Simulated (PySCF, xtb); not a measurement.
Ga(Br)(Me)(OH) (CH4BrGaO), SMILES [CH3][Ga]([OH])[Br]. Other conformers were not sampled.

Harmonic wavenumbers (cm⁻¹) from GFN2-xTB run with xtb at its own minimum, in rising order: 22, 88, 113, 145, 266, 333, 377, 502, 588, 680, 706, 1237, 1406, 1419, 2967, 2979, 2988, 3664.

### Question
What does PySCF with B3LYP-D3(BJ)/def2-SVP give at its own minimum? (Estimate from the structure and the level; the computed values follow.)

### Answer
24, 116, 146, 161, 284, 398, 576, 709, 732, 752, 813, 1220, 1427, 1429, 3045, 3145, 3159, 3844. Paired by order, the mean absolute difference is 85 cm⁻¹ and the zero-point energies are 29.3 and 31.4 kcal/mol.
